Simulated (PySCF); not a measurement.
F₃Sc, triplet, at a GFN2-xTB geometry (such geometries of metal compounds can be far from the true shape) (the multiplicity is a formal guess); SCAN/6-31G (PySCF).

PySCF was given this input:
```python
from pyscf import gto, scf, dft

mol = gto.Mole()
mol.atom = '''
    Sc   -0.000000    0.000000   -0.000000
    F    -1.560224   -0.966981    0.065999
    F    -0.001033    1.698383   -0.699430
    F     1.561257   -0.731402    0.633431
'''
mol.basis = '6-31g'
mol.charge = 0
mol.spin = 2
mol.verbose = 4
mol.build()

mf = dft.UKS(mol)
mf.xc = 'scan'
mf.kernel()
mf.analyze()
```

Q: Predict the main parts of the log of this PySCF run.

A: 
```
PySCF version 2.14.0

[INPUT] verbose = 4
[INPUT] num. atoms = 4
[INPUT] num. electrons = 48
[INPUT] charge = 0
[INPUT] spin (= nelec alpha-beta = 2S) = 2
[INPUT] symmetry False subgroup None
[INPUT] Mole.unit = angstrom
[INPUT] Symbol           X                Y                Z      unit          X                Y                Z       unit  Magmom
[...]
nuclear repulsion = 203.773964433995
number of shells = 26
number of NR pGTOs = 156
number of NR cGTOs = 54
basis = 6-31g
ecp = {}

******** <class 'pyscf.dft.uks.UKS'> ********
method = UKS
initial guess = minao
damping factor = 0
level_shift factor = 0
DIIS = <class 'pyscf.scf.diis.CDIIS'>
diis_start_cycle = 1
diis_space = 8
diis_damp = 0
SCF conv_tol = 1e-09
SCF conv_tol_grad = None
SCF max_cycles = 50
direct_scf = True
direct_scf_tol = 1e-13
number electrons alpha = 25  beta = 23
XC library pyscf.dft.libxc version 7.1.2
    S. Lehtola, C. Steigemann, M. J. T. Oliveira, and M. A. L. Marques,  SoftwareX 7, 1–5 (2018)
XC functionals = scan
    J. Sun, A. Ruzsinszky, and J. P. Perdew,  Phys. Rev. Lett. 115, 036402 (2015)
    J. Sun, A. Ruzsinszky, and J. P. Perdew,  Phys. Rev. Lett. 115, 036402 (2015)
radial grids:
    Treutler-Ahlrichs [JCP 102, 346 (1995); DOI:10.1063/1.469408] (M4) radial grids

becke partition: Becke, JCP 88, 2547 (1988); DOI:10.1063/1.454033
pruning grids: <function nwchem_prune>
grids dens level: 3
symmetrized grids: False
atomic radii adjust function: <function treutler_atomic_radii_adjust>
small_rho_cutoff = 0
Set gradient conv threshold to 3.16228e-05
tot grids = 63432
init E= -1060.08830705628

cycle= 1 E= -1059.84737512796  delta_E= 0.241  |g|= 0.66  |ddm|= 1.82

cycle= 2 E= -1059.67230157636  delta_E= 0.175  |g|= 0.79  |ddm|= 2.56

cycle= 3 E= -1059.89377395447  delta_E= -0.221  |g|= 0.787  |ddm|= 2.26

cycle= 4 E= -1060.04197098316  delta_E= -0.148  |g|= 0.478  |ddm|= 0.957

cycle= 5 E= -1059.98983974766  delta_E= 0.0521  |g|= 0.575  |ddm|= 0.988

cycle= 6 E= -1060.10699309906  delta_E= -0.117  |g|= 0.328  |ddm|= 0.749

cycle= 7 E= -1060.10704169567  delta_E= -4.86e-05  |g|= 0.316  |ddm|=    1

cycle= 8 E= -1060.12770018546  delta_E= -0.0207  |g|= 0.255  |ddm|= 0.971

cycle= 9 E= -1060.11250236008  delta_E= 0.0152  |g|= 0.291  |ddm|= 0.585

cycle= 10 E= -1060.08697548398  delta_E= 0.0255  |g|= 0.365  |ddm|= 0.42

cycle= 11 E= -1060.08279028276  delta_E= 0.00419  |g|= 0.374  |ddm|= 0.0265

cycle= 12 E= -1060.08260892073  delta_E= 0.000181  |g|= 0.374  |ddm|= 0.0652

[...]
SCF not converged.
Total Energy =                       -1060.132507192331559
[...]
spin_pop of  0 Sc 4s        0.43070
spin_pop of  0 Sc 5s        0.00130
spin_pop of  0 Sc 2px      -0.00000
spin_pop of  0 Sc 2py      -0.00000
spin_pop of  0 Sc 2pz      -0.00000
spin_pop of  0 Sc 3px       0.00002
spin_pop of  0 Sc 3py       0.00005
spin_pop of  0 Sc 3pz      -0.00002
spin_pop of  0 Sc 4px      -0.00192
spin_pop of  0 Sc 4py      -0.00140
spin_pop of  0 Sc 4pz       0.00189
spin_pop of  0 Sc 5px      -0.00011
spin_pop of  0 Sc 5py      -0.00009
spin_pop of  0 Sc 5pz       0.00002
spin_pop of  0 Sc 3dxy     -0.00338
spin_pop of  0 Sc 3dyz      0.18672
spin_pop of  0 Sc 3dz^2     0.30272
spin_pop of  0 Sc 3dxz      0.04817
spin_pop of  0 Sc 3dx2-y2   -0.00522
spin_pop of  0 Sc 4dxy     -0.00032
spin_pop of  0 Sc 4dyz      0.00014
spin_pop of  0 Sc 4dz^2     0.00031
spin_pop of  0 Sc 4dxz      0.00002
spin_pop of  0 Sc 4dx2-y2   -0.00032
spin_pop of  1 F 1s       -0.00000
spin_pop of  1 F 2s        0.00303
spin_pop of  1 F 3s       -0.00013
spin_pop of  1 F 2px       0.14278
spin_pop of  1 F 2py       0.34929
spin_pop of  1 F 2pz       0.12580
spin_pop of  1 F 3px       0.00011
spin_pop of  1 F 3py       0.00004
spin_pop of  1 F 3pz      -0.00003
spin_pop of  2 F 1s       -0.00000
spin_pop of  2 F 2s        0.00296
spin_pop of  2 F 3s       -0.00014
spin_pop of  2 F 2px       0.16983
spin_pop of  2 F 2py       0.00297
spin_pop of  2 F 2pz       0.00967
spin_pop of  2 F 3px      -0.00018
spin_pop of  2 F 3py       0.00018
spin_pop of  2 F 3pz       0.00001
spin_pop of  3 F 1s       -0.00000
spin_pop of  3 F 2s        0.00286
spin_pop of  3 F 3s       -0.00011
spin_pop of  3 F 2px       0.03022
spin_pop of  3 F 2py       0.18493
spin_pop of  3 F 2pz       0.01666
spin_pop of  3 F 3px       0.00005
spin_pop of  3 F 3py      -0.00006
spin_pop of  3 F 3pz       0.00000
 ** Mulliken Spin Density (per atom)  **
spin density of  0 Sc =      0.95925
spin density of  1 F =      0.62089
spin density of  2 F =      0.18531
spin density of  3 F =      0.23455
 ** Mulliken pop alpha/beta on meta-lowdin orthogonal AOs **
 ** Mulliken pop       alpha | beta **
In total            25.00000 | 23.00000
 ** Mulliken atomic charges   ( Nelec_alpha | Nelec_beta ) **
charge of  0Sc =      0.85420  (    10.55253      9.59328 )
charge of  1F =     -0.00816  (     4.81453      4.19363 )
charge of  2F =     -0.45187  (     4.81859      4.63328 )
charge of  3F =     -0.39416  (     4.81436      4.57981 )
Dipole moment(X, Y, Z, Debye): -2.90052, -2.25980,  0.31847
```

The run did not converge; its last values are not results.
